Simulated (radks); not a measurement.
Sm XIV, 49 electrons, occupied as [Kr] 4d10 4f1 5s2 (the NIST ground configuration). Calculated with a radial shooting solver on a logarithmic mesh with Libxc functionals: scalar-relativistic Kohn-Sham, SCAN, spin-polarised, spherical densities, finite nucleus; open shells are filled with parallel spins first (spin-orbit coupling, left out, can overturn this in heavy ions); meta-GGA in the generalised Kohn-Sham scheme; Fermi nuclear charge, rms radius 5.0819 fm. Some entries of the table are withheld. Estimate them.

orbital  occ.  eigenvalue (eV)  r(max) (bohr)  <r^2> (bohr^2)
1s down     1        -47007.14        0.01449       0.0007050
1s up       1        -47007.14        0.01449       0.0007050
2s up       1        -7923.897        0.08207         0.01110
2s down     1        -7923.877        0.08207         0.01110
2p up       3        -7092.614        0.06637        0.008921
2p down     3        -7092.602        0.06637        0.008921
3s up       1        -1954.431         0.2332         0.07393
3s down     1        -1953.757         0.2332         0.07389
3p up       3        -1692.564         0.2288         0.07413
3p down     3        -1691.874         0.2288         0.07408
3d up       5        -1338.449         0.1881         0.06271
3d down     5        -1337.887         0.1880         0.06265
4s up       1        -594.3462         0.5352             (1)
4s down     1        -592.8555         0.5351             (2)
4p up       3        -505.7503         0.5563          0.4032
4p down     3        -504.2720         0.5563          0.4036
4d up       5        -380.7457         0.5742          0.4628
4d down     5        -379.2461         0.5742          0.4635
5s up       1        -248.1258          1.119           1.486
5s down     1        -247.1683          1.120           1.490
4f up       1        -243.2430         0.5504          0.5567

Answer. 
(1) 4s up <r^2> (bohr^2): 0.3636
(2) 4s down <r^2> (bohr^2): 0.3639
